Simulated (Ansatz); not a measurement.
`[F][Ga]([SH])[Cl]` + H–F → `[F][Ga]([F])[Cl]` + H₂S at 400 K and 1 bar (ligand exchange at a Ga–S bond).

Program: Ansatz. Geometries: PBE0-D4/def2-TZVP. ΔE: electronic, gas phase. CCSD(T)/CBS adds triple-zeta CCSD(T) − MP2 to the extrapolated MP2 energy (def2 sets, frozen cores). This one scheme is used for every species. For Ga outer-core shells are correlated without core-valence functions, which leaves a few kJ/mol of doubt a bond. Scalar relativity is left out up to krypton. One conformer a species, not always the lowest.

```json
{"species": "`[F][Ga]([SH])[Cl]`", "CCSD(T)/CBS energy (Eh)": "-2882.02312", "H − E (kJ/mol)": "61.1", "S (J/(mol·K))": "364.6"}
{"species": "H–F", "CCSD(T)/CBS energy (Eh)": "-100.39570", "H − E (kJ/mol)": "36.5", "S (J/(mol·K))": "182.2"}
{"species": "`[F][Ga]([F])[Cl]`", "CCSD(T)/CBS energy (Eh)": "-2583.43598", "H − E (kJ/mol)": "37.6", "S (J/(mol·K))": "333.8"}
{"species": "H₂S", "CCSD(T)/CBS energy (Eh)": "-398.97279", "H − E (kJ/mol)": "53.4", "S (J/(mol·K))": "215.9"}
```

H − E and S are ideal-gas, rigid-rotor, harmonic terms from PBE0-D4/def2-TZVP, for one conformer and one mirror image of each species. 1 Eh = 2625.50 kJ/mol, R = 8.31446 J/(mol·K).

Problem. By hand: ΔE, ΔH, ΔS and ΔG.

Solution. ΔE = (-2583.43598) + (-398.97279) − (-2882.02312) − (-100.39570) = 0.01005 Eh = 26.4 kJ/mol. Δ(H − E) = 37.6 + 53.4 − 61.1 − 36.5 = -6.6, so ΔH = 19.8 kJ/mol. ΔS = 333.8 + 215.9 − 364.6 − 182.2 = 2.9 J/(mol·K). ΔG = 19.8 − 400 × (2.9)/1000 = 18.6 kJ/mol.

Problem. By hand: the equilibrium constant, and the temperature at which ΔG would vanish if ΔH and ΔS stayed fixed.

Solution. log₁₀ K = −ΔG/(RT ln 10) = -2.4. ΔG = 0 at ΔH/ΔS = 6828 K, far beyond where these terms or the molecules hold.

The number of gas molecules stays the same, so ΔS is small and ΔH decides. A doubt of 5 kJ/mol in ΔE shifts log₁₀ K by 0.7 here. Other conformers and mirror images would add mixing entropy, several J/(mol·K) or more a flexible species. These are equilibria of isolated gas molecules and say nothing of rates. Largest T1 diagnostic: 0.014 (customary marks: 0.02 for closed shells, 0.045 for open ones).
